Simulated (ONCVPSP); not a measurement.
Pseudopotential generation for tellurium (Te): ONCV, PBE, scalar-relativistic.

ONCVPSP 4.0.1 was run on this input:

```
# ATOM AND REFERENCE CONFIGURATION
# atsym  z   nc   nv     iexc    psfile
  Te 52.00    6    5        4      upf
#
#   n    l    f
    1    0    2.00
    2    0    2.00
    2    1    6.00
    3    0    2.00
    3    1    6.00
    3    2   10.00
    4    0    2.00
    4    1    6.00
    4    2   10.00
    5    0    2.00
    5    1    4.00
#
# PSEUDOPOTENTIAL AND OPTIMIZATION
# lmax
    2
#
#   l,   rc,      ep,       ncon, nbas, qcut
    0    1.35    0.00    4    8   11.20
    1    1.10    0.00    4    7   15.40
    2    1.05    0.00    4    7   10.30
#
# LOCAL POTENTIAL
# lloc, lpopt,  rc(5),   dvloc0
    4    5    0.70    0.00
#
# VANDERBILT-KLEINMAN-BYLANDER PROJECTORs
# l, nproj, debl
    0    2    1.80
    1    2    2.40
    2    2    2.50
#
# MODEL CORE CHARGE
# icmod, fcfact, rcfact
    4    0.30    0.00
#
# LOG DERIVATIVE ANALYSIS
# epsh1, epsh2, depsh
   -8.00    5.00    0.04
#
# OUTPUT GRID
# rlmax, drl
    6.00    0.01
#
# TEST CONFIGURATIONS
# ncnf
    4
# nvcnf
#   n    l    f
    5
    4    0    2.00
    4    1    6.00
    4    2   10.00
    5    0    2.00
    5    1    3.00
#
    5
    4    0    2.00
    4    1    6.00
    4    2   10.00
    5    0    2.00
    5    1    2.00
#
    5
    4    0    2.00
    4    1    6.00
    4    2   10.00
    5    0    2.00
    5    1    1.00
#
    5
    4    0    2.00
    4    1    6.00
    4    2    9.00
    5    0    2.00
    5    1    4.00
#
```

Command:

```bash
oncvpsp.x < Te.dat > Te.out
```

Resulting log (shortened: citation, most of the input echo, consistency checks and plot data are left out):

```
ONCVPSP  (Optimized Norm-Conservinng Vanderbilt PSeudopotential)
scalar-relativistic version 4.0.1

#   n    l    f        energy (Ha)
    1    0    2.00    -1.1623554E+03
    2    0    2.00    -1.7824669E+02
    2    1    6.00    -1.6000618E+02
    3    0    2.00    -3.5471808E+01
    3    1    6.00    -2.9543182E+01
    3    2   10.00    -2.0581524E+01
    4    0    2.00    -6.0411404E+00
    4    1    6.00    -4.2044566E+00
    4    2   10.00    -1.5307180E+00
    5    0    2.00    -5.5523108E-01
    5    1    4.00    -2.1877984E-01

Reference configufation results
  iterations    25
  all-electron total energy (Ha)   -6.79448158D+03

Begin loop to  construct optimized pseudo wave functions
and semi-local pseudopoentials for all angular momenta

Calculating optimized projector #   1

 for l=   0

    Fraction of norm inside rc  0.976001
    Optimizing pswf for qcut=  11.18 a_B^-1,  ecut=  62.55 Ha
    Residual kinetic energy error=  6.65D-08 Ha

    Energy error per electron        Cutoff
         Ha          eV             Ha
         0.01000     0.27211       30.55
         0.00100     0.02721       39.23
         0.00010     0.00272       46.36
         0.00001     0.00027       51.73

Calculating optimized projector #   2

 for l=   0

    Fraction of norm inside rc  0.124915
    Optimizing pswf for qcut=  11.18 a_B^-1,  ecut=  62.55 Ha
    Residual kinetic energy error=  1.67D-07 Ha

    Energy error per electron        Cutoff
         Ha          eV             Ha
         0.01000     0.27211       28.38
         0.00100     0.02721       38.86
         0.00010     0.00272       47.12
         0.00001     0.00027       53.35

Calculating optimized projector #   1

 for l=   1

    Fraction of norm inside rc  0.845289
    Optimizing pswf for qcut=  15.41 a_B^-1,  ecut= 118.76 Ha
    Residual kinetic energy error=  1.64D-07 Ha

    Energy error per electron        Cutoff
         Ha          eV             Ha
         0.01000     0.27211       56.45
         0.00100     0.02721       73.27
         0.00010     0.00272       87.41
         0.00001     0.00027       98.75

Calculating optimized projector #   2

 for l=   1

    Fraction of norm inside rc  0.036754
    Optimizing pswf for qcut=  15.41 a_B^-1,  ecut= 118.76 Ha
    Residual kinetic energy error=  1.24D-08 Ha

    Energy error per electron        Cutoff
         Ha          eV             Ha
         0.01000     0.27211       36.69
         0.00100     0.02721       60.76
         0.00010     0.00272       76.96
         0.00001     0.00027       90.42

   Wellstate for l =  2  n =  5
     eigenvalue =   0.9693
     asymptotic potential =   1.4693
     half-point radius =  2.5140

Calculating optimized projector #   1

 for l=   2

    Fraction of norm inside rc  0.640203
    Optimizing pswf for qcut=  10.29 a_B^-1,  ecut=  52.92 Ha
    Residual kinetic energy error=  4.94D-04 Ha

    Energy error per electron        Cutoff
         Ha          eV             Ha
         0.01000     0.27211       40.59
         0.00100     0.02721       49.97
         0.00010     0.00272       89.01
         0.00001     0.00027      152.82

Calculating optimized projector #   2

 for l=   2

    Fraction of norm inside rc  0.086624
    Optimizing pswf for qcut=  10.29 a_B^-1,  ecut=  52.92 Ha
    Residual kinetic energy error=  2.31D-04 Ha

    Energy error per electron        Cutoff
         Ha          eV             Ha
         0.01000     0.27211       36.30
         0.00100     0.02721       47.04
         0.00010     0.00272       56.61
         0.00001     0.00027       90.99

Construct Vanderbilt / Kleinmman-Bylander projectors

B matrix Hermiticity error, ll=   0
   1   2    1.2639E-03

  Orthonormal projector coefficients  3.0488E+01  3.8235E+00

B matrix Hermiticity error, ll=   1
   1   2    6.7880E-04

  Orthonormal projector coefficients  2.5892E+01  3.0440E+00

B matrix Hermiticity error, ll=   2
   1   2    5.0791E-04

  Orthonormal projector coefficients  1.1563E+01  1.7217E+00

Model core correction analysis
  based on d2Exc/dn_idn_j

d2excae - all-electron derivatives

   -3.656956D-02   -3.356146D-02   -2.640130D-02   -3.000469D-03
   -1.698631D-03
   -3.356156D-02   -3.187116D-02   -2.640960D-02   -3.424943D-03
   -1.752633D-03
   -2.640147D-02   -2.640968D-02   -2.490456D-02   -6.359856D-03
   -3.047846D-03
   -3.000421D-03   -3.424830D-03   -6.359593D-03   -2.459496D-02
   -1.975620D-02
   -1.698642D-03   -1.752616D-03   -3.047756D-03   -1.975592D-02
   -2.089406D-02

d2excps - pseudofunction derivatives with no core correction

   -4.742581D-02   -3.593735D-02   -2.803342D-02   -4.664126D-03
   -2.066608D-03
   -3.593829D-02   -3.476734D-02   -2.885195D-02   -3.735898D-03
   -2.009562D-03
   -2.803417D-02   -2.885206D-02   -2.657649D-02   -6.563664D-03
   -3.247253D-03
   -4.664029D-03   -3.735792D-03   -6.563403D-03   -2.479999D-02
   -1.978851D-02
   -2.066718D-03   -2.009553D-03   -3.247165D-03   -1.978823D-02
   -2.091522D-02

rms 2nd derivative error    2.560732E-03

rmatch, rhocmatch    0.5052   54.3836

Coarse scan for minimum error
  matrix elements: rms 2nd-derivative errors (mHa)
  column index : amplitude prefactor to rhocmatch
  row index : scale prefactor to rmatch

         1.500  2.000  2.500  3.000  3.500  4.000  4.500  5.000  5.500  6.000

  1.0    1.305  1.204  1.131  1.076  1.034  1.001  0.974  0.952  0.934  0.919
  1.1    1.087  0.953  0.861  0.799  0.758  0.733  0.719  0.712  0.712  0.716
  1.2    0.861  0.706  0.623  0.593  0.598  0.624  0.662  0.706  0.753  0.801
  1.3    0.642  0.520  0.531  0.610  0.711  0.816  0.917  1.014  1.106  1.194
  1.4    0.476  0.521  0.697  0.886  1.063  1.226  1.377  1.516  1.647  1.771
  1.5    0.477  0.747  1.040  1.305  1.541  1.756  1.953  2.135  2.306  2.466
  1.6    0.677  1.097  1.473  1.804  2.099  2.365  2.609  2.835  3.046  3.244
  1.7    0.984  1.509  1.962  2.358  2.711  3.030  3.321  3.591  3.841  4.076
  1.8    1.345  1.961  2.489  2.950  3.359  3.729  4.066  4.376  4.663  4.930
  1.9    1.735  2.439  3.039  3.562  4.025  4.441  4.819  5.165  5.484  5.779

Nelder-Mead iteration
 converged in  17 steps
amplitude prefactor, scale prefactor
    0.9459    1.6582

Optimized Teter model core charge

d2excps - pseudofunction derivatives with core correction

   -3.685592D-02   -3.266145D-02   -2.603627D-02   -3.349326D-03
   -1.781305D-03
   -3.266149D-02   -3.239290D-02   -2.727108D-02   -3.402147D-03
   -1.826237D-03
   -2.603636D-02   -2.727114D-02   -2.551692D-02   -6.367849D-03
   -3.126434D-03
   -3.349286D-03   -3.402030D-03   -6.367585D-03   -2.462847D-02
   -1.975649D-02
   -1.781312D-03   -1.826217D-03   -3.126343D-03   -1.975621D-02
   -2.090015D-02

rms 2nd derivative error    4.186992E-04

Pseudoatom total energy -268.109585

Diagnostic tests using Vanderbilt-Kleinman-Bylander pseudopotentials
  1 or more projectors used as specified by nproj input data

   l    rcore       rmatch      e in        delta e   norm test  slope test

   0   1.3557027   1.3968647  -6.0411404   0.0000033   1.0002923   1.0002580
   0   1.3557027   1.3968647  -0.5552311   0.0000050   1.0000947   1.0000987

   1   1.1061986   1.1397852  -4.2044566  -0.0000236   1.0002704   1.0003011
   1   1.1061986   1.1397852  -0.2187798   0.0000237   1.0001541   1.0001332

   2   1.0545065   1.0865236  -1.5307180  -0.0000034   1.0002177   1.0002700
   2   1.0545065   1.0865236   0.9692820   0.0000437   1.0005231   1.0005231

 Testing for bound ghosts
   n   l    E NL Schr. Eq   E Basis Diag.   E Cutoff

   1   0       -6.041137       -6.041136    144.36
   2   0       -0.555226       -0.524615    144.36

   2   1       -4.204480       -4.204461    182.59
   3   1       -0.218756        0.047404    182.59

   3   2       -1.530721       -1.528545    232.11

 Testing for highly-localized positive-energy ghosts
       l    <radius>/rc     E Basis Diag.   E Cutoff

       0        0.168024        0.367100    144.36  WARNING - GHOST(+)

Test configuration 0

   n   l     f        eae           eps        diff
   1   0  2.0000-1162.35542702
   2   0  2.0000 -178.24669001
   2   1  6.0000 -160.00617970
   3   0  2.0000  -35.47180848
   3   1  6.0000  -29.54318162
   3   2 10.0000  -20.58152409
   4   0  2.0000   -6.04114043   -6.04113715    3.27D-06
   4   1  6.0000   -4.20445660   -4.20448016   -2.36D-05
   4   2 10.0000   -1.53071796   -1.53072139   -3.43D-06
   5   0  2.0000   -0.55523108   -0.55522609    4.99D-06
   5   1  4.0000   -0.21877984   -0.21875618    2.37D-05

    Total energies and differences
      AE_ref= -6.79448158D+03  AE_tst= -6.79448158D+03  dif=  0.00D+00
      PS_ref= -2.68109585D+02  PS_tst= -2.68109585D+02  dif= -4.55D-13
      PSP excitation error=  4.55D-13

Test configuration 1

   n   l     f        eae           eps        diff
   1   0  2.0000-1162.69189848
   2   0  2.0000 -178.58157394
   2   1  6.0000 -160.34125294
   3   0  2.0000  -35.80595409
   3   1  6.0000  -29.87734254
   3   2 10.0000  -20.91568308
   4   0  2.0000   -6.37386034   -6.37382464    3.57D-05
   4   1  6.0000   -4.53702394   -4.53698578    3.82D-05
   4   2 10.0000   -1.86233163   -1.86229552    3.61D-05
   5   0  2.0000   -0.86152193   -0.86150719    1.47D-05
   5   1  3.0000   -0.50283714   -0.50279864    3.85D-05

    Total energies and differences
      AE_ref= -6.79448158D+03  AE_tst= -6.79412405D+03  dif=  3.58D-01
      PS_ref= -2.68109585D+02  PS_tst= -2.67751992D+02  dif=  3.58D-01
      PSP excitation error= -6.21D-05

Test configuration 2

   n   l     f        eae           eps        diff
   1   0  2.0000-1163.08063762
   2   0  2.0000 -178.96723614
   2   1  6.0000 -160.72726474
   3   0  2.0000  -36.19016583
   3   1  6.0000  -30.26158127
   3   2 10.0000  -21.29992836
   4   0  2.0000   -6.75512185   -6.75509897    2.29D-05
   4   1  6.0000   -4.91791573   -4.91777630    1.39D-04
   4   2 10.0000   -2.24124864   -2.24113779    1.11D-04
   5   0  2.0000   -1.20225398   -1.20223239    2.16D-05
   5   1  2.0000   -0.81967105   -0.81960929    6.18D-05

    Total energies and differences
      AE_ref= -6.79448158D+03  AE_tst= -6.79346532D+03  dif=  1.02D+00
      PS_ref= -2.68109585D+02  PS_tst= -2.67093136D+02  dif=  1.02D+00
      PSP excitation error= -1.86D-04

Test configuration 3

   n   l     f        eae           eps        diff
   1   0  2.0000-1163.51337061
   2   0  2.0000 -179.39520717
   2   1  6.0000 -161.15576470
   3   0  2.0000  -36.61586663
   3   1  6.0000  -30.68732196
   3   2 10.0000  -21.72568818
   4   0  2.0000   -7.17609758   -7.17612359   -2.60D-05
   4   1  6.0000   -5.33824560   -5.33794374    3.02D-04
   4   2 10.0000   -2.65840698   -2.65816578    2.41D-04
   5   0  2.0000   -1.56894548   -1.56891817    2.73D-05
   5   1  1.0000   -1.16154976   -1.16144809    1.02D-04

    Total energies and differences
      AE_ref= -6.79448158D+03  AE_tst= -6.79247682D+03  dif=  2.00D+00
      PS_ref= -2.68109585D+02  PS_tst= -2.66104459D+02  dif=  2.01D+00
      PSP excitation error= -3.67D-04

Test configuration 4

   n   l     f        eae           eps        diff
   1   0  2.0000-1163.02652479
   2   0  2.0000 -178.93553266
   2   1  6.0000 -160.69427585
   3   0  2.0000  -36.14303551
   3   1  6.0000  -30.21447507
   3   2 10.0000  -21.25617804
   4   0  2.0000   -6.65760785   -6.65789751   -2.90D-04
   4   1  6.0000   -4.80850360   -4.80751547    9.88D-04
   4   2  9.0000   -2.10328127   -2.10233363    9.48D-04
   5   0  2.0000   -0.94242609   -0.94236366    6.24D-05
   5   1  4.0000   -0.55669288   -0.55657868    1.14D-04

    Total energies and differences
      AE_ref= -6.79448158D+03  AE_tst= -6.79267154D+03  dif=  1.81D+00
      PS_ref= -2.68109585D+02  PS_tst= -2.66299403D+02  dif=  1.81D+00
      PSP excitation error= -1.48D-04
```

The run took about 7.8 s on one core of a shared server CPU.
